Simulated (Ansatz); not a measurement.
Consider the cleavage of the Ge–Si bond: `[F][GeH2][SiH2]S` + `[NH2][GeH3]` → `[F][GeH2][NH][GeH3]` + `[SiH3]S`.

Gas-phase electronic energies from Ansatz, PBE0-D4/def2-TZVP geometries. CBS: MP2 limit from def2 TZ/QZ plus the TZ coupled-cluster correction, frozen cores. Functionals use def2-TZVPP. B3LYP here is the variant with VWN-RPA as its local correlation; programs differ in this. For Ge outer-core shells are correlated without core-valence functions, which leaves a few kJ/mol of doubt a bond. Scalar relativity is left out up to krypton. Each species was taken in one conformer, which may not be the lowest.

`[F][GeH2][SiH2]S`:

Z-matrix (Å, degrees):
```
Ge
Si 1 2.389
F 1 1.748 2 106.9
H 1 1.541 2 113.2 3 115.8
H 1 1.540 2 114.7 3 -116.5
S 2 2.137 1 111.5 3 -65.3
H 2 1.489 1 108.5 3 170.8
H 2 1.483 1 110.0 3 51.1
H 6 1.344 2 94.8 1 -58.6
```

`[NH2][GeH3]`:

Cartesian coordinates in Å:
```
N 1.066 0.427 -0.176
Ge -0.687 -0.087 0.068
H 1.637 0.329 0.653
H 1.529 -0.059 -0.933
H -1.415 0.170 -1.260
H -0.872 -1.573 0.458
H -1.258 0.793 1.190
```

`[F][GeH2][NH][GeH3]`:

Z-matrix (Å, degrees):
```
Ge
N 1 1.807
F 1 1.750 2 110.3
H 1 1.532 2 110.3 3 115.6
H 1 1.531 2 109.4 3 -115.0
Ge 2 1.843 1 125.5 3 73.5
H 2 1.010 1 114.8 3 -80.8
H 6 1.538 2 108.5 1 144.7
H 6 1.535 2 105.8 1 25.5
H 6 1.540 2 111.8 1 -94.7
```

`[SiH3]S`:

Cartesian coordinates in Å:
```
Si -0.335 0.397 0.093
S 0.263 -1.610 -0.334
H 0.199 0.861 1.399
H -1.816 0.350 0.140
H 0.109 1.338 -0.966
H 1.579 -1.336 -0.332
```

```csv
level,ΔE (kJ/mol),difference from CCSD(T)/CBS
PBE-D4,-6.3,21.1
r2SCAN-D4,-17.2,10.2
PBE0-D4,-12.3,15.1
B3LYP-D4,-18.9,8.5
ωB97X-V,-25.4,2.0
ωB97M-V,-24.8,2.6
B2PLYP,-26.8,0.6
PBE,-6.0,21.4
r2SCAN,-17.2,10.2
PBE0,-12.2,15.2
B3LYP,-18.5,8.9
HF/def2-TZVPP,-39.7,-12.3
MP2/def2-TZVPP,-36.7,-9.3
SCS-MP2/def2-TZVPP,-38.5,-11.1
CCSD/def2-TZVPP,-32.1,-4.7
CCSD(T)/def2-TZVPP,-31.5,-4.1
HF/def2-QZVPP,-40.2,-12.8
MP2/def2-QZVPP,-34.6,-7.2
SCS-MP2/def2-QZVPP,-36.6,-9.2
HF/CBS(def2),-40.3,-12.9
MP2/CBS(def2),-32.6,-5.2
CCSD/CBS(def2),-28.1,-0.7
CCSD(T)/CBS,-27.4,0
```

Largest T1 diagnostic among the species: 0.012.

In def2-TZVPP, CCSD(T) changes the Hartree–Fock value by +8.2 kJ/mol (the triples alone add +0.6 kJ/mol) and MP2 by +3.0 kJ/mol. From PBE to PBE0 (25 % exact exchange), in def2-TZVPP and without D4, ΔE moves by −6.2 kJ/mol.
